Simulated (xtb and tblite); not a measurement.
Conformational energy of C8H6O3, SMILES O=Cc1cccc(C(=O)O)c1. Scanned: dihedral O1–C2–C3–C4 and dihedral C6–C7–C8–O9; all other coordinates were relaxed at GFN2-xTB. Points at φ and −φ are mirror images. Heavy atoms are numbered in the order of the SMILES O=Cc1cccc(C(=O)O)c1, hydrogens after them in the order of the atoms that carry them; the mirror image has the same energies with the sign of each dihedral reversed.

Calculation: GFN2-xTB (xtb and tblite).

Energy in kJ/mol above the lowest grid point; x is the dihedral O1–C2–C3–C4 (°), y the dihedral C6–C7–C8–O9 (°).

```csv
y \ x,-150,-120,-90,-60,-30,0,30,60,90,120,150,180
180,7.2,17.2,23.1,16.1,4.7,0.0,4.7,16.1,23.1,17.2,7.2,3.3
150,10.2,20.4,26.4,19.2,7.8,3.0,7.5,18.7,25.5,19.4,9.4,5.7
120,17.4,28.2,34.4,27.4,16.1,11.2,15.6,26.6,33.3,26.8,16.5,12.7
90,21.6,32.7,39.3,32.5,21.3,16.5,21.0,32.0,38.6,31.8,21.0,17.0
60,16.3,27.3,34.1,27.4,16.2,11.5,16.2,27.3,33.9,27.2,16.4,12.0
30,8.2,19.0,25.8,19.1,7.9,3.2,7.8,19.0,25.8,19.3,8.5,4.1
0,5.3,16.1,22.7,15.9,4.7,0.0,4.7,15.9,22.7,16.1,5.3,1.1
-30,8.5,19.3,25.8,19.0,7.8,3.2,7.9,19.1,25.8,19.0,8.2,4.1
-60,16.4,27.2,33.9,27.3,16.2,11.5,16.2,27.4,34.1,27.3,16.3,12.0
-90,21.0,31.8,38.6,32.0,21.0,16.5,21.3,32.5,39.3,32.7,21.6,17.0
-120,16.5,26.8,33.3,26.6,15.6,11.2,16.1,27.4,34.4,28.2,17.4,12.7
-150,9.4,19.4,25.5,18.7,7.5,3.0,7.8,19.2,26.4,20.4,10.2,5.7
```

Points that lie below all their neighbours on the grid: x = 0, y = 0 (0.0 kJ/mol); x = 0, y = 180 (0.0 kJ/mol); x = 180, y = 0 (1.1 kJ/mol); x = 180, y = 180 (3.3 kJ/mol). The lowest path on the grid from the first to the second passes x = 0, y = -90 at 16.5 kJ/mol.
